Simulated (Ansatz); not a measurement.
Ansatz (a program for electronic structure) input (B3LYP-D3(BJ)/def2-TZVP):

Ansatz 0.2 input:
```yaml
crystal:
  periodic: [false, false, false]
  atoms:
    - {symbol: C, position_ang: [2.55288629, -0.08303631, -0.35008658]}
    - {symbol: C, position_ang: [1.26250627, -0.79761395, -0.07244644]}
    - {symbol: C, position_ang: [0.00955061, -0.21790494, 0.00552518]}
    - {symbol: C, position_ang: [-0.09959887, 1.29273403, -0.06361881]}
    - {symbol: C, position_ang: [-1.17799145, -0.92009619, 0.12448087]}
    - {symbol: C, position_ang: [-2.51677548, -0.28890680, 0.36088124]}
    - {symbol: H, position_ang: [3.37325827, -0.80460685, -0.40539047]}
    - {symbol: H, position_ang: [2.55858336, 0.47554139, -1.30444714]}
    - {symbol: H, position_ang: [2.82986148, 0.64644606, 0.43176449]}
    - {symbol: H, position_ang: [1.32469553, -1.88021788, -0.04825004]}
    - {symbol: H, position_ang: [-0.62140150, 1.60397370, -0.97368527]}
    - {symbol: H, position_ang: [0.87900869, 1.76798598, -0.05931364]}
    - {symbol: H, position_ang: [-0.66726176, 1.67958486, 0.78676433]}
    - {symbol: H, position_ang: [-1.13486853, -1.99670401, 0.25220590]}
    - {symbol: H, position_ang: [-2.74918798, 0.49381600, -0.37563492]}
    - {symbol: H, position_ang: [-2.62656820, 0.18962069, 1.35722147]}
    - {symbol: H, position_ang: [-3.30960961, -1.04043360, 0.29006313]}
basis:
  gaussian:
    orbitals: def2-TZVP
hamiltonian:
  xc: b3lyp
  dispersion: d3bj
total_charge: -1
relax: {f_tol: 0.002, max_steps: 150}
```

End of the output:

```
0.35 GiB of the device are held for the grids
1.48 GiB of device memory are held for the factors and their scratch space
mean field: 1.47 GiB planned
mean field -6402.81592747 eV, -235.2991453502 hartree, gradient 2.3e-5 eV, S^2 0.000000; 0 other end points of the search recorded, 0 dependent functions left out
the calculation of the forces begins
reference -6402.81625660 eV, -235.2991574453 hartree; 24, 24 occupied and 228, 228 virtual orbitals, 1564 factors
relax step  18: F+E_penalty+E_count = -6403.42748864 eV  Δ(F+E_penalty+E_count) = -1.732e-6 eV  max|allowed force component| = 4.194e-3 eV/Å  Δτ_max = 0.0026 Å  (33 SCF iters, accepted)
these checks for a lower state are left out or cut short: starts, cluster_reference, orbital_swaps, neighbouring_geometries, increment
integrals: 0.19 GiB planned
1564 factors; their error is unknown
0.35 GiB of the device are held for the grids
1.48 GiB of device memory are held for the factors and their scratch space
mean field: 1.47 GiB planned
mean field -6402.81593139 eV, -235.2991454941 hartree, gradient 2.3e-5 eV, S^2 0.000000; 0 other end points of the search recorded, 0 dependent functions left out
the calculation of the forces begins
reference -6402.81626051 eV, -235.2991575889 hartree; 24, 24 occupied and 228, 228 virtual orbitals, 1564 factors
relax step  19: F+E_penalty+E_count = -6403.42748995 eV  Δ(F+E_penalty+E_count) = -1.309e-6 eV  max|allowed force component| = 8.280e-4 eV/Å  Δτ_max = 0.0006 Å  (33 SCF iters, accepted)
integrals: 0.19 GiB planned
1564 factors; their error is unknown
0.35 GiB of the device are held for the grids
1.48 GiB of device memory are held for the factors and their scratch space
mean field: 1.47 GiB planned
mean field evaluation 160: about -6402.8436 eV, gradient 7.6e-1 eV
mean field -6402.81593139 eV, -235.2991454941 hartree, gradient 2.2e-5 eV, S^2 0.000000; 1 other end points of the search recorded, 0 dependent functions left out
the calculation of the forces begins
reference -6402.81626051 eV, -235.2991575889 hartree; 24, 24 occupied and 228, 228 virtual orbitals, 1564 factors
Total energy: -6403.42781906 eV, -235.3216319513 hartree
Atom 0 at     2.564855    -0.101448    -0.373192 Å, force    -0.000182    -0.000435     0.000667 eV/Å
Atom 1 at     1.284658    -0.774814     0.037679 Å, force     0.000367     0.000576     0.000167 eV/Å
Atom 2 at     0.007605    -0.211615    -0.006822 Å, force    -0.000240    -0.000262    -0.000386 eV/Å
Atom 3 at    -0.100781     1.307130    -0.029613 Å, force    -0.000200    -0.000357     0.000161 eV/Å
Atom 4 at    -1.202146    -0.910469    -0.004697 Å, force    -0.000122     0.000205     0.000497 eV/Å
Atom 5 at    -2.524095    -0.300295     0.362314 Å, force     0.000010    -0.000037     0.000046 eV/Å
Atom 6 at     3.425267    -0.717820    -0.084403 Å, force    -0.000491     0.000375    -0.000240 eV/Å
Atom 7 at     2.688947     0.084477    -1.466247 Å, force    -0.000064     0.000034     0.000335 eV/Å
Atom 8 at     2.729030     0.875321     0.102734 Å, force     0.000122    -0.000016    -0.000485 eV/Å
Atom 9 at     1.328747    -1.863426     0.055795 Å, force    -0.000031    -0.000202    -0.000231 eV/Å
Atom 10 at    -0.736643     1.647900    -0.853858 Å, force    -0.000122     0.000181    -0.000437 eV/Å
Atom 11 at     0.869805     1.790521    -0.136376 Å, force     0.000828     0.000254    -0.000133 eV/Å
Atom 12 at    -0.556744     1.683052     0.894110 Å, force     0.000014    -0.000096     0.000289 eV/Å
Atom 13 at    -1.146796    -1.995377     0.075137 Å, force     0.000036     0.000088    -0.000221 eV/Å
Atom 14 at    -2.737166     0.632279    -0.178922 Å, force     0.000172    -0.000407     0.000266 eV/Å
Atom 15 at    -2.659904    -0.041081     1.440900 Å, force    -0.000206    -0.000004    -0.000385 eV/Å
Atom 16 at    -3.347550    -0.984153     0.121493 Å, force     0.000108     0.000104     0.000090 eV/Å
Dipole moment:    -0.004217     0.408484    -0.009754 e Å
```

It need not be the lowest isomer of its formula. Whether it binds its extra electron was not tested at this geometry.
